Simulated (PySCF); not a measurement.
Ge(H)2(Br)(Me) (CH5BrGe), SMILES [CH3][GeH2][Br].

Geometry optimised at ωB97X-D3(BJ)/def2-SVP.

All values below come from ωB97X-D3(BJ)/def2-SVP run with PySCF 2.14.0.

Frequencies are harmonic and unscaled.

```tsv
mode	ν (cm⁻¹)	IR (km/mol)	Raman (Å⁴/amu)	depolarisation	moving atoms (share of kinetic energy)
1	136	0.1	0.0	–	H 98 %
2	150	1.1	2.5	0.72	C 44 %, H 26 %, Ge 16 %, Br 14 %
3	316	30.7	6.1	0.23	Ge 50 %, Br 48 %
4	456	13.1	1.9	0.75	H 95 %
5	631	2.7	16.4	0.75	H 98 %
6	632	22.3	15.3	0.20	C 63 %, H 21 %, Ge 17 %
7	716	55.2	9.5	0.68	H 92 %
8	860	170.2	6.9	0.67	H 84 %, C 13 %
9	871	36.1	5.8	0.75	H 80 %, C 18 %
10	897	77.0	21.3	0.69	H 98 %
11	1281	9.1	2.6	0.03	H 80 %, C 20 %
12	1440	5.5	12.2	0.75	H 96 %
13	1447	3.4	9.8	0.73	H 96 %
14	2201	130.2	105.8	0.67	H 98 %
15	2202	98.4	224.6	0.07	H 99 %
16	3079	2.9	129.0	0.01	H 97 %
17	3187	1.4	90.9	0.75	H 90 %, C 10 %
18	3199	0.7	64.4	0.75	H 90 %, C 10 %
```
